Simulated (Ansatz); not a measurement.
Program: Ansatz 0.2.0.

C3H8OSi (`CC(C)[Si]O`) at its PBE0-D4/def2-TZVP geometry, where that method's forces vanish. Total charge 0; spin multiplicity 1.

```tsv
atom	x (Å)	y (Å)	z (Å)
C1	1.160	-0.201	-0.259
C2	-0.103	0.516	0.187
C3	-1.112	0.661	-0.956
Si4	-1.034	-0.202	1.714
O5	-0.113	-1.511	2.127
H6	1.913	-0.250	0.535
H7	0.945	-1.226	-0.584
H8	1.633	0.300	-1.110
H9	0.165	1.534	0.517
H10	-2.024	1.174	-0.636
H11	-1.410	-0.317	-1.347
H12	-0.690	1.228	-1.791
H13	0.672	-1.705	1.604
```

Q: For each bond, give half the difference of the two atoms' forces along it (eV/Å; positive pushes the atoms apart) under PBE-D4, r2SCAN-D4, B3LYP-D4, ωB97M-V in def2-TZVPP. (Estimate.)

A: The calculation gave: 
```
  bond  length (Å)  PBE-D4  r2SCAN-D4  B3LYP-D4  ωB97M-V
 C1–C2       1.520   -0.02       0.11      0.18     0.18
 C1–H6       1.095    0.10      -0.03     -0.07    -0.07
 C1–H7       1.096    0.12      -0.02     -0.06    -0.07
 C1–H8       1.095    0.12      -0.03     -0.08    -0.10
 C2–C3       1.531    0.01       0.13      0.16     0.17
C2–Si4       1.927    0.06      -0.03      0.04    -0.09
 C2–H9       1.103    0.11      -0.04     -0.12    -0.11
C3–H10       1.094    0.10      -0.04     -0.07    -0.07
C3–H11       1.095    0.11      -0.03     -0.06    -0.06
C3–H12       1.095    0.12      -0.04     -0.08    -0.09
Si4–O5       1.654    0.40       0.06      0.14     0.14
O5–H13       0.963    0.39       0.03     -0.04    -0.12
```

B3LYP here is the variant with VWN-RPA as its local correlation; programs differ in this.
